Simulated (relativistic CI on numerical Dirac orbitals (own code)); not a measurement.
Radial Dirac CI calculation of Xe III.

Command:

```sh
python run_levels.py task.json out
```

Input:

```
atom Xe  Z=54  charge=2  electrons=52
nucleus A=132  rms_radius_fm=4.7859
hamiltonian dirac-coulomb  breit=off  qed=off  c_scale=1
orbitals kli  potential=per-configuration
slater_scale 1.2
correlation none
mixing on
grid step=0.0125 r_max=67.1
scf mixing=0.4 start=green max_iterations=150 tolerance=2e-08 node_fill=0.05
configurations
  [Kr] 4d10 5s2 5p4
end
```

Output:

```
SCF 1: [Kr] 4d10 5s2 5p4
 iter      energy (Ha)   residual   last orbital (Ha)
    1     -7434.017283   1.69e+00     -1.53922
    2     -7444.278981   6.55e-01     -1.19763
    3     -7445.604278   1.59e-01     -1.10379
    4     -7445.677037   3.59e-02     -1.13483
    5     -7445.678556   1.25e-02     -1.12762
    6     -7445.677943   3.75e-03     -1.12280
    7     -7445.678259   4.32e-04     -1.12475
    8     -7445.678237   1.27e-04     -1.12469
    9     -7445.678231   1.55e-06     -1.12462
   10     -7445.678231   4.26e-07     -1.12462
   11     -7445.678231   4.31e-09     -1.12462
orbital energies (Ha): 4s -8.1835  4p1/2 -6.4343  4p3/2 -5.9882  4d3/2 -3.1602  4d5/2 -3.0881  5s -1.5998  5p1/2 -1.1791  5p3/2 -1.1246
configuration averages (Ha): Dirac-Coulomb, Breit, QED
  5p4                          -7445.678231    0.000000    0.000000
levels: no., configuration, term, J, E (cm-1), weight
   1 5p4                    3P   2                0.0  0.93
   2 5p4                    3P   0             9529.7  0.89
   3 5p4                    3P   1             9571.5  1.00
   4 5p4                    1D   2            21733.5  0.93
   5 5p4                    1S   0            46115.8  0.89
lowest total energy -7445.736864 Ha
end: converged
```

Against the reference input this run has: Slater scale 1.2, QED terms off, Breit term off. The reference run ends at -7436.116361 Ha with Breit and QED terms.

With so few configurations and no correlation, terms lie too far apart (by 10 to 50 % or more near neutrality), their order can be wrong, and levels of other configurations are missing.
